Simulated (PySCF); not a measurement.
# AsF₃: calculation against measurement

Isolated AsF₃, optimised in PySCF with density fitting and no spin–orbit coupling; def2 sets carry scalar-relativistic core potentials from Rb on. All levels below give a singlet of C3v symmetry: PBE0/def2-TZVP As–F 1.715 Å (×3), F–As–F 95.9° (×3); PBE/def2-TZVP As–F 1.746 Å (×3), F–As–F 96.4° (×3).

Counting electrons, arsenic keeps 2 of its valence electrons outside its bonds, so the VSEPR class is AX3E1 and the expected shape is trigonal pyramidal (C3v), as computed. The angle of 96° is close to 90°: the heavy centre bonds with nearly pure p orbitals and keeps its lone pair s-like.

Problem. The measured dipole moment is 2.59 D (NIST CCCBDB Release 22 (SRD 101), experimental dipoles). What do the calculations give?

Solution. PBE0/def2-TZVP 2.45 D, PBE/def2-TZVP 2.44 D. The measured value is a vibrational average, and the basis lacks diffuse functions.
